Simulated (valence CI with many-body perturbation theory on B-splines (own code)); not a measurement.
Results of a calculation; reference values are marked as such.
Sensitivity of CI+MBPT for Nd21+

Level of theory: configuration interaction combined with many-body perturbation theory (CI+MBPT): three valence electrons over a frozen Dirac-Fock core [Kr], a basis of 6 s, 6 p, 5 d, 5 f, 1 g functions for each j, with the one-electron correlation potential Σ1 (screened to all orders), the two-electron term Σ2, the three-electron term Σ3, Breit, model QED; selected single and double excitations, second order for the rest, scaled by the run's own slope (own B-spline code, finite nucleus).

No measured levels were compared; by estimate terms of the open shell hold to 2 to 4 % of their energy, and close levels can change places. Only levels of the ground parity were solved; by the run's estimate the other parity begins above the list, which can be wrong where configurations are misplaced.

The reference run has the lowest level (4d3/2^3) J=3/2 and an ionisation energy of 639.859 eV. Its largest variational space holds 2609 state functions.

Levels are named by their leading jj configuration (3d3/2^4 stands for four electrons in 3d with j = 3/2), which in mixed levels can hold well under half, so a name can repeat and another be missing. Letters in brackets count levels of one name in rising energy.

Changed runs:
A. box radius (bohr) 6.7876 → 8.43
B. logarithmic knot step 0.27 → 0.33
C. scale of Σ1 1 → 0
D. correlating orbitals by l 3 3 3 3 1 → 2 2 1 1 0; natural orbitals for correlation on → off (bad on purpose)

Excitation energies of the reference run in cm⁻¹, and shifts in cm⁻¹:

```
                    Level  Reference         A        B       C       D
(4d3/2^2 4d5/2) J=5/2 [a]      27527         0     -0.4    -361    -270
    (4d3/2^2 4d5/2) J=7/2      43785         0     -0.6    -451     -51
    (4d3/2^2 4d5/2) J=3/2      45669         0     -0.7    -298    +449
    (4d3/2^2 4d5/2) J=9/2      50358         0     -0.7    -413    +289
    (4d3/2^2 4d5/2) J=1/2      53546      -0.1     -0.9    -353    +460
(4d3/2 4d5/2^2) J=7/2 [a]      78932         0     -0.8    -691    +321
(4d3/2^2 4d5/2) J=5/2 [b]      81226         0     -1.1    -575    +408
    (4d3/2 4d5/2^2) J=9/2      83262         0     -1.2    -760    +205
(4d3/2 4d5/2^2) J=3/2 [a]      94542         0     -0.9    -740    +499
    (4d3/2 4d5/2^2) J=1/2      99728         0     -1.2    -754    +842
   (4d3/2 4d5/2^2) J=11/2     104671      -0.1     -1.6    -794    +749
(4d3/2 4d5/2^2) J=5/2 [a]     112545         0     -0.9    -764    +874
   Ionisation energy (eV)    639.859  -0.00029  -0.0037  -2.449  -0.066
```
